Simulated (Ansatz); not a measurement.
Relaxation of FGeH3O (6 atoms, charge 0, multiplicity 1), to a largest force component of 0.03 eV/Å in at most 50 steps.

Method: RKS PBE/def2-SVP (Ansatz 0.2.0).

```xyz
6
Properties=species:S:1:pos:R:3
Ge -0.067 0.129 -0.922
O 1.250 0.177 1.716
H 0.716 -0.589 2.012
H 1.846 -0.225 1.032
F -1.306 1.393 -0.758
H -0.928 -1.061 -0.198
```

Problem. Where does it end, and by what steps?

Solution. It converged. After 7 steps the energy has fallen by 0.337 eV; O2 moved furthest, 0.54 Å.

```json
{"step": "0", "energy less start (eV)": "0.0000", "largest force component (eV/Å)": "0.938", "accepted": "yes"}
{"step": "1", "energy less start (eV)": "-0.1101", "largest force component (eV/Å)": "1.660", "accepted": "yes"}
{"step": "2", "energy less start (eV)": "-0.1834", "largest force component (eV/Å)": "1.706", "accepted": "yes"}
{"step": "3", "energy less start (eV)": "-0.2928", "largest force component (eV/Å)": "0.690", "accepted": "yes"}
{"step": "4", "energy less start (eV)": "-0.3299", "largest force component (eV/Å)": "0.315", "accepted": "yes"}
{"step": "5", "energy less start (eV)": "-0.3355", "largest force component (eV/Å)": "0.148", "accepted": "yes"}
{"step": "6", "energy less start (eV)": "-0.3367", "largest force component (eV/Å)": "0.093", "accepted": "yes"}
{"step": "7", "energy less start (eV)": "-0.3375", "largest force component (eV/Å)": "0.026", "accepted": "yes"}
```

```xyz
6
Properties=species:S:1:pos:R:3
Ge 0.020 0.038 -0.831
O 1.002 0.177 1.234
H 0.511 -0.465 1.784
H 1.916 -0.163 1.190
F -1.083 1.379 -0.401
H -0.855 -1.142 -0.092
```

The run took 15 s on 1 thread of Arm Neoverse V2 (shared host), peak memory 0.14 GiB.
